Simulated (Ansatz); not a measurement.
SiICl₃. Charge 0, multiplicity 3. Geometry PBE-D4/def2-SVP, that of the neutral singlet; atoms count from 1.

Cartesian coordinates in Å:
```
Si 0.039 0.027 0.043
I -1.452 -0.990 -1.597
Cl 0.413 -1.297 1.574
Cl -0.824 1.723 0.826
Cl 1.824 0.537 -0.846
```

In the def2 sets I takes a core potential; there is no spin–orbit coupling. At PBE0-D4/def2-TZVP a singlet of charge 0 lies 4.80 eV below the triplet at the same geometry.

**Question.** Estimate the Mulliken populations from the PBE0/def2-TZVP orbitals of Ansatz.

**Answer.** 
```csv
atom,charge (e),spin (α − β)
Si1,0.43,0.47
I2,0.21,1.25
Cl3,-0.21,0.12
Cl4,-0.22,0.08
Cl5,-0.22,0.08
```
Mulliken values depend strongly on the basis.

**Question.** Where does the spin sit?

**Answer.** Summed by element: Si 0.47, I 1.25, Cl 0.28, of 2 unpaired in all. Largest on single atoms: I2 1.25, Si1 0.47, Cl3 0.12.

**Question.** And the Mayer bond orders between heavy atoms (over 0.3)?

**Answer.** Si1–I2 0.64 (2.44 Å); Si1–Cl3 1.13 (2.06 Å); Si1–Cl4 1.14 (2.06 Å); Si1–Cl5 1.14 (2.06 Å).
